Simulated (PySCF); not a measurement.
IrO3, SMILES [O]=[Ir](=[O])=[O] (connectivity only; charge and spin as stated), neutral, multiplicity 4.

Coordinates come from a PBE-D3(BJ)/def2-TZVP optimisation. The geometry has at least one imaginary mode, so it is a saddle point at that level. The multiplicity is an assumed one; other spin states were not compared. The def2 effective core potentials stand for the cores of Ir; spin–orbit coupling is left out.

These are PySCF with TDA-PBE/def2-SVPD values and carry that method's errors.

Vertical excitations; the highest root listed may be one member of a degenerate set. The molecule is in vacuum.

Problem. Estimate the UV-visible absorptions. (An estimate is asked for; the answer gives what the named calculation found.)

Solution. 
```csv
state,energy (eV),λ (nm),f,main pairs
root 1,0.57,2167,0.000,β HOMO→LUMO 100 %
root 2,0.66,1879,0.002,β HOMO−1→LUMO 100 %
root 3,1.04,1192,0.001,β HOMO−2→LUMO (degenerate set)
root 4,1.04,1192,0.001,β HOMO−3→LUMO (degenerate set)
root 5,2.82,439,0.000,"α HOMO−1→LUMO+1, α HOMO→LUMO, β HOMO→LUMO+1 (degenerate set)"
root 6,2.82,439,0.000,"α HOMO→LUMO+1, α HOMO−1→LUMO, β HOMO→LUMO+2 (degenerate set)"
root 7,2.98,416,0.000,"α HOMO→LUMO 39 %, α HOMO−1→LUMO+1 39 %, β HOMO−2→LUMO+2 11 %, β HOMO−3→LUMO+1 11 %"
root 8,3.00,413,0.000,"α HOMO→LUMO+1 42 %, α HOMO−1→LUMO 42 %, β HOMO−2→LUMO+1 8 %, β HOMO−3→LUMO+2 8 %"
root 9,3.07,404,0.000,"α HOMO−1→LUMO+1, α HOMO→LUMO, β HOMO−4→LUMO, β HOMO→LUMO+1 (degenerate set)"
root 10,3.07,404,0.000,"α HOMO−1→LUMO, α HOMO→LUMO+1, β HOMO−5→LUMO, β HOMO→LUMO+2 (degenerate set)"
```
Unrestricted roots are not spin-pure.
